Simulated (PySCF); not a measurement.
B(Cl)(OMe)(SH) (CH₄BClOS), SMILES COB(S)Cl.

Geometry: r2SCAN-D4/def2-SVP. One conformer was computed; it need not be the lowest.

Level of theory: CAM-B3LYP/def2-TZVP run with PySCF.

Isolated molecule, no solvent.

- total energy: -999.13592 hartree
- point group: Cs
- highest occupied level: -9.29 eV
- lowest empty level: 1.10 eV
- orbital gap: 10.39 eV
- dipole moment: 1.85 D
- quadrupole, principal values (traceless, Buckingham form, about the centre of nuclear charge): -6.18, -2.37, 8.55 D·Å
- mean static polarisability: 59.7 bohr³ (8.84 Å³)
- polarisability, principal values: 44.9, 64.2, 69.9 bohr³
